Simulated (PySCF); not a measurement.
Gas-phase reaction: SnF₂ + SF₂ = SnS + 2 F₂, at 500 K and a standard pressure of 1 bar. Level: MP2/def2-SVP†.

Energies from PySCF, thermal terms from the rigid-rotor harmonic-oscillator model, ideal gas at 1 bar. † marks an energy on the PBE0/def2-TZVP geometry and frequencies. MP2 freezes the core. All species are closed-shell singlets. Sn: scalar-relativistic def2 core potential, no spin-orbit coupling. MP2 isn't extrapolated to the basis-set limit; its ΔH°(298 K) is 867.7 kJ in def2-SVP and 945.3 kJ in def2-TZVPP. The harmonic model lacks anharmonicity and excited electronic states, which grow with temperature; levels with a mode under 35 cm⁻¹ are left out.

```tsv
species	E (Ha)	H(500 K) − E (kJ/mol)	S°(500 K) (J/mol/K)
SnF₂	-412.59730	31.2	309.0
SF₂	-596.53327	33.2	282.4
SnS	-611.00590	19.4	261.5
F₂	-198.89687	21.7	218.2
```
E: electronic energy; H − E holds the zero-point and thermal terms. 1 Ha = 2625.5 kJ/mol.

### Question
Work out ΔH°, ΔS°, ΔG° and log10 K from these numbers.

### Answer
1. ΔE = 1×(-611.00590) + 2×(-198.89687) − 1×(-412.59730) − 1×(-596.53327) = 0.33093 Ha = 868.9 kJ.
2. Δ(H − E) = 1×(19.4) + 2×(21.7) − 1×(31.2) − 1×(33.2) = -1.6 kJ, so ΔH° = 867.3 kJ.
3. ΔS° = 1×(261.5) + 2×(218.2) − 1×(309.0) − 1×(282.4) = 106.5 J/K; the number of gas molecules changes by +1.
4. ΔG° = ΔH° − TΔS° = 867.3 − 500×(106.5)/1000 = 814.0 kJ.
5. log10 K = −ΔG°/(RT ln 10) = -85.06, with RT ln 10 = 9.57 kJ/mol; at standard pressures the reactants are favoured.
6. A shift of 10 kJ in ΔE would move log10 K by 1.04 here.
For scale, ΔH°(298 K) is 868 kJ at this level, 954 kJ at ωB97M-V/def2-TZVP†, and runs from 815 to 1001 kJ over the 18 levels computed.
